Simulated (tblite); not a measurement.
C₅H₇, doublet, at a GFN2-xTB geometry; GFN1-xTB in tblite.

The tblite input:
```
$ tblite run mol.xyz --method gfn1 --charge 0 --spin 1 --json tblite.json --no-restart

# file mol.xyz
12

C     -0.00592064     0.06255727     0.04919876
C      0.05276925     0.74146840     1.29776337
C     -0.04143606    -0.73565075     1.32173897
C      0.71684363     0.01914460    -1.25871358
C     -0.78709602     0.06699964    -1.21998696
H      0.71989492     1.44391333     1.74538562
H     -0.98300469    -1.19090749     1.60534724
H      0.81949464    -1.32985821     1.61492175
H      1.19255360    -0.91053662    -1.53692256
H      1.25302117     0.90112219    -1.57731201
H     -1.33584518    -0.82610055    -1.48128458
H     -1.27707539     0.98525249    -1.51013864
```

It wrote (shortened):

```
xTB calculator
 | screened Coulomb repulsion
 | Coulomb electrostatics
 |  * isotropic Klopman-Ohno-Mataga-Nishimoto electrostatics
 |  * onsite third-order electrostatics
 | DFT-D3(BJ) dispersion correction

halogen bonding energy    0.0000000000000E+00 Eh
repulsion energy          2.3046391189437E-01 Eh
dispersion energy        -3.6183656486076E-03 Eh
number of electrons       2.7000000000000E+01 e
integral cutoff           1.9731147476801E+01 bohr

------------------------------------------------------------
  cycle        total energy    energy error   density error
------------------------------------------------------------
      1     -14.19572029909  -1.4422566E+01   6.4877163E-01
      2     -14.19773670290  -2.0164038E-03   3.8909264E-01
      3     -14.19766397924   7.2723652E-05   7.8787506E-03
      4     -14.19778264555  -1.1866631E-04   8.3912436E-04
      5     -14.19778319012  -5.4456698E-07   1.2175782E-04
      6     -14.19778320538  -1.5264565E-08   3.0098381E-05
      7     -14.19778320595  -5.7268679E-10   5.0976423E-06
------------------------------------------------------------

electronic energy        -1.4424628752200E+01 Eh
total energy             -1.4197783205954E+01 Eh

Post processing:
 | Mayer-Wiberg bond orders

[Info] JSON dump of results written to 'tblite.json'
```
